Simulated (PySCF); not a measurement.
**A ladder of Hamiltonians for Dy⁶⁴⁺ (dysprosium, charge +64)**

Occupied: 1s1/2. Hartree-Fock calculated with PySCF 2.14 in an even-tempered Gaussian basis (19 s from 16 bohr⁻², ratio 2.3; 15 p from 19 bohr⁻², ratio 2.3), Gaussian nucleus throughout. NR is non-relativistic, sf-X2C the spin-free one-electron X2C Hamiltonian, X2C adds the bare one-electron spin-orbit term, X2C-SNSO screens it by Boettger's factors, DC is four-component Dirac-Coulomb, and the Gaunt and Breit terms are added at first order (total energies over the DC spinors, levels after relaxing the spinors in that mean field). QED terms are absent. Levels marked empty are virtual spinors of this ion.

```tsv
Hamiltonian	E (hartree)	E − E(DC) (hartree)	CPU seconds
NR	-4314.6272	282.2085	0.58
sf-X2C	-4594.8071	2.0285	0.35
X2C	-4594.8071	2.0285	0.35
X2C-SNSO	-4594.8071	2.0285	0.35
DC	-4596.8357	0.0000	6.6
DC+Gaunt	-4592.7657	4.0700	11
DC+Breit	-4592.7657	4.0700	100
```

```tsv
level (eV)	NR	sf-X2C	X2C	X2C-SNSO	DC	DC+Gaunt	DC+Breit
1s1/2	-58145.3	-61874.6	-61874.6	-61874.6	-61929.4	-61819.5	-61819.5
2s1/2 (empty)	-14108.3	-15245.6	-15245.6	-15245.6	-15251.6	-15239.3	-15240.7
2p1/2 (empty)	-13984.9	-14443.3	-15103.3	-15091.9	-15088.8	-15062.9	-15066.7
2p3/2 (empty)	-13984.9	-14443.3	-14169.3	-14173.2	-14177.5	-14164.7	-14168.4
3s1/2 (empty)	-6240.1	-6636.2	-6636.2	-6636.2	-6637.9	-6634.4	-6634.8
```

```csv
interval (eV),X2C,X2C-SNSO,DC,DC+Gaunt,DC+Breit
2p3/2 − 2p1/2,934.0,918.6,911.4,898.2,898.2
```

Weight of the small component: 1s1/2 0.0612, 2s1/2 0.0150, 2p1/2 0.0149, 2p3/2 0.0140, 3s1/2 0.00652.

Koopmans' value for the highest occupied level at DC+Breit: 61819.5 eV, against an ionisation energy of 61736.62 ± 0.1 eV (theoretical estimate listed by NIST; NIST Atomic Spectra Database, ionization energies); the former lacks relaxation, correlation, QED and recoil.

The whole ladder took 120 s of wall time on 1 thread of Neoverse-N1 (shared host), launched as `OMP_NUM_THREADS=1 python relrun2.py TASK.json OUT` (a driver that calls PySCF for each Hamiltonian).
